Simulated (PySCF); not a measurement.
## Mayer bond orders and bond lengths

Compound: C₄H₉ClO₂Si₂.
SMILES with atom numbers: `[CH3:1][C:2](=[O:3])[C@@H:4]1[CH2:5][SiH2:6][O:7][Si@H:8]1[Cl:9]` (hydrogens: H10, H11, H12 on C1; H13 on C4; H14, H15 on C5; H16, H17 on Si6; H18 on Si8)

Cartesian coordinates in Å at the GFN2-xTB level; atoms count from 1:
```
atom  x, y, z in Å
C1     2.5118    0.4589    0.0783
C2     1.0589    0.5924   -0.3005
O3     0.5585    1.6535   -0.6041
C4     0.2466   -0.6518   -0.2403
C5    -0.9336   -0.5373   -1.2133
Si6   -2.1619    0.6998   -0.4344
O7    -1.8053    0.3578    1.1610
Si8   -0.5443   -0.5747    1.5223
Cl9   -1.1268   -2.3974    2.1078
H10    2.9522    1.4394    0.2394
H11    2.6166   -0.1501    0.9727
H12    3.0426   -0.0356   -0.7341
H13    0.8621   -1.5347   -0.4154
H14   -0.5754   -0.2460   -2.2006
H15   -1.4112   -1.5139   -1.3162
H16   -1.9974    2.1257   -0.6098
H17   -3.5386    0.2253   -0.5691
H18    0.2364    0.0952    2.5447
```

Bond orders from the PBE0/pcSseg-1 density (PySCF). One conformer (not necessarily the lowest) at the GFN2-xTB geometry, without solvent, vibrations or thermal averaging.

Problem. Where do the orders between heavy atoms depart from those drawn in the SMILES?

Solution. The largest departure is 0.219, at Si8–C4 (drawn single, 0.781). Drawn single, order below 0.88: Si6–O7 (0.833) and Si8–C4 (0.781).

Problem. Set the Mayer orders of the bonds beside their lengths.

Solution. 
```tsv
bond	drawn as	length (Å)	Mayer order
C1–C2	single	1.507	1.024
C2–O3	double	1.212	1.944
C2–C4	single	1.487	0.922
C4–C5	single	1.534	1.017
C5–Si6	single	1.909	0.897
Si6–O7	single	1.670	0.833
O7–Si8	single	1.609	1.051
Si8–Cl9	single	2.001	1.020
Si8–C4	single	1.933	0.781
C1–H10	single	1.087	0.956
C1–H11	single	1.087	0.945
C1–H12	single	1.089	0.938
C4–H13	single	1.090	0.940
C5–H14	single	1.090	0.951
C5–H15	single	1.092	0.943
Si6–H16	single	1.446	0.940
Si6–H17	single	1.462	0.923
Si8–H18	single	1.450	0.916
```

Bonds between the same two heavy elements. C–C: lowest C2–C4 (0.922, 1.487 Å), highest C1–C2 (1.024, 1.507 Å); in 2 of the 3 pairs the longer bond (by over 0.003 Å) has the higher order (by 0.02 or more). C–Si: lowest Si8–C4 (0.781, 1.933 Å), highest C5–Si6 (0.897, 1.909 Å). O–Si: lowest Si6–O7 (0.833, 1.670 Å), highest O7–Si8 (1.051, 1.609 Å).

Problem. Sum the orders of all bonds at each heavy atom with more than one neighbour and set the sums beside the valence in the SMILES.

Solution. C1 3.863 (drawn 4), C2 3.890 (drawn 4), C4 3.660 (drawn 4), C5 3.808 (drawn 4), Si6 3.593 (drawn 4), O7 1.884 (drawn 2), Si8 3.768 (drawn 4). Orders between atoms that aren't bonded are not in these sums.

Mayer orders depend on the basis set.

These values come from a run that also computed NMR shieldings. On one thread of an Arm Neoverse V1 (shared host), this took 53 s of wall time and 1.1 GiB of memory at its peak.
